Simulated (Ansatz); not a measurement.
`[NH]=[V]([NH2])([NH2])[Cl]` + HCl → `[NH]=[V]([NH2])([Cl])[Cl]` + NH₃  (ligand exchange at a V–N bond)

Calculated with Ansatz (gas phase, PBE0-D4/def2-TZVP geometries, no zero-point term in ΔE). CCSD(T)/CBS is the MP2 limit (def2-TZVPP, def2-QZVPP) plus CCSD(T) − MP2 in def2-TZVPP, frozen cores. This one scheme is used for every species. DFT in def2-TZVPP. HSE06 is defined as in plane-wave codes. For V outer-core shells are correlated without core-valence functions, which leaves a few kJ/mol of doubt a bond. Scalar relativity is left out up to krypton. Each species was taken in one conformer, which may not be the lowest.

```csv
level,ΔE (kJ/mol),difference from CCSD(T)/CBS
LDA (SPW92),-69.7,4.2
PBE-D4,-75.5,-1.6
PBE-QIDH,-86.4,-12.5
BLYP,-75.0,-1.1
r2SCANh,-78.8,-4.9
HSE06,-77.0,-3.1
LC-ωPBE,-70.8,3.1
MP2/def2-SVP,-97.2,-23.3
HF/def2-QZVPP,-77.7,-3.8
MP2/def2-QZVPP,-99.5,-25.6
CCSD(T)/CBS,-73.9,0
```

**Question.** What do rigid-rotor, harmonic-oscillator terms from PBE0-D4/def2-TZVP frequencies (298.15 K, 1 bar) make of the CCSD(T)/CBS value? (Best estimate.)

**Answer.** The calculation gave: ΔZPE = +10.4 kJ/mol, ΔH = -63.8 kJ/mol, ΔS = 4 J/(mol·K), ΔG = -65.1 kJ/mol.

Largest T1 diagnostic among the species: 0.031, so the coupled-cluster value is less sure than usual.

Leaving LDA and LC-ωPBE aside and taking each functional with its dispersion term where it has one, the values, not all of them listed here, spread over 15.3 kJ/mol, from PBE-QIDH to CAM-B3LYP-D4. LDA lies +6.2 kJ/mol from PBE without D4.
